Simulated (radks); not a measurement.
The nickel ion Ni2+, 26 electrons, occupied as [Ar] 3d7 5s1 (not the ground configuration).

All-electron calculation, scalar-relativistic Kohn-Sham, r2SCAN, spin-polarised, spherical densities, finite nucleus; open shells are filled with parallel spins first; meta-GGA in the generalised Kohn-Sham scheme; Fermi nuclear charge, rms radius 3.7757 fm. Program: a radial shooting solver on a logarithmic mesh with Libxc functionals.

Energy parts (hartree):
total: -1519.01149
kinetic: 1540.23899
electron-nucleus: -3615.59995
Hartree: 619.01464
exchange-correlation: -62.66517

Orbitals (lengths in bohr, moments of r in powers of bohr; r(max) is where P^2 peaks):
orbital  occ.  eigenvalue (hartree)       <r^4>   r(max)     <r^2>
1s up       1             -303.9922  0.00003995  0.03540  0.003938
1s down     1             -303.9921  0.00003995  0.03540  0.003938
2s up       1             -37.72432    0.008717   0.2044   0.07068
2s down     1             -37.63714    0.008654   0.2043   0.07045
2p up       3             -32.56020    0.006587   0.1650   0.05697
2p down     3             -32.49406    0.006526   0.1648   0.05673
3s up       1              -5.50504      0.6192   0.6372    0.6206
3s down     1              -5.33031      0.6312   0.6385    0.6260
3p up       3              -3.98411      0.8253   0.6446    0.6922
3p down     3              -3.81034      0.8513   0.6465    0.7015
3d up       5              -1.56504       2.240   0.6203    0.9898
3d down     2              -1.39614       2.704   0.6271     1.065
5s up       1              -0.41691       911.7    4.660     25.73

The highest occupied level is 5s up at -11.345 eV. Summed over all electrons, <r^2> = 38.73 bohr^2, which gives a Langevin (diamagnetic) susceptibility term of -30.7 x 10^-6 cm^3/mol.
